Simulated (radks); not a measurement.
Results of a calculation; reference values are marked as such.
Initial-state core-level shifts of the gold ion Au2+ when its valence configuration changes from [Xe] 4f14 5d9. Code: a radial shooting solver on a logarithmic mesh with Libxc functionals. Model: scalar-relativistic Kohn-Sham, r2SCAN, spin-polarised, spherical densities, finite nucleus; open shells are filled with parallel spins first (spin-orbit coupling, left out, can overturn this in heavy ions); meta-GGA in the generalised Kohn-Sham scheme; Fermi nuclear charge, rms radius 5.4371 fm. Shifts are changes of the shell-averaged eigenvalues in eV (positive: less bound); the change of the density at the nucleus, which sets a Mossbauer isomer shift, is in e/bohr^3, on a base of 2.301e+06.

| valence | 2s | 3d | 4s | 4d | density at nucleus |
|---|---|---|---|---|---|
| 4f13 5d10 | -13.865 | -15.603 | -13.393 | -12.241 | +142.5 |
| 4f14 5d8 6p1 | -5.773 | -5.749 | -5.701 | -5.700 | +15.2 |
| 4f13 5d9 6p1 | -19.880 | -21.592 | -19.323 | -18.168 | +158.4 |
| 4f14 5d8 6s1 | -4.114 | -4.078 | -4.023 | -4.026 | +234.5 |
| 4f14 5d7 6p2 | -11.535 | -11.473 | -11.360 | -11.355 | +34.4 |
| 4f12 5d9 6p2 | -40.620 | -44.116 | -39.208 | -36.839 | +327.4 |
| 4f14 5d7.5 6s1 6p0.5 | -7.025 | -6.973 | -6.888 | -6.890 | +249.0 |
| 4f12 5d8 6p3 | -46.799 | -50.240 | -45.211 | -42.830 | +351.0 |
| 4f14 5d8.5 6p0.5 | -2.895 | -2.884 | -2.863 | -2.862 | +7.0 |
